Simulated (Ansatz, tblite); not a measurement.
Cost and result up the ladder for W(NH)2Br2 (WBr₂N₂H₂) (7 atoms). The state is a singlet with charge 0. Geometry: PBE-D4/def2-SVP.

```tsv
atom	x (Å)	y (Å)	z (Å)
W1	-0.442	0.139	0.079
N2	0.157	-0.508	-1.441
H3	0.873	-0.895	-2.064
N4	0.858	0.188	1.260
H5	1.820	0.045	1.584
Br6	-2.132	-1.422	0.920
Br7	-1.134	2.452	-0.337
```

Ansatz on 2 threads of AMD EPYC 7R13 on a shared host; xTB runs through tblite on one thread. Times are rough, summed over both states, and most runs start from the orbitals of an earlier one. No level here is sound enough to serve as a yardstick. The other state is a doublet.

In the def2 sets W takes a core potential; there is no spin–orbit coupling. The xTB rows come from tblite. HOMO above LUMO, or a gap near zero within one spin, warns that the state may not be the lowest or that an electron is smeared out.

Run but left out: HF/def2-SVP, MP2/def2-SVP, CCSD/def2-SVP, CCSD(T)/def2-SVP (singlet: restricted singlet, unstable towards broken spin symmetry).

Raw xTB energies of ions are shifted by several eV.

```csv
level,functions,wall time,vertical IE (eV),remarks
GFN1-xTB,39,0.01 s,13.94,–
GFN2-xTB,37,0.015 s,13.78,–
PBE-D4/def2-TZVP (with forces),210,13 s,9.41,gap within one spin near zero (+1 doublet)
r2SCANh-D4/def2-TZVP,210,39 s,9.71,restricted SCF unstable in HF (singlet)
```
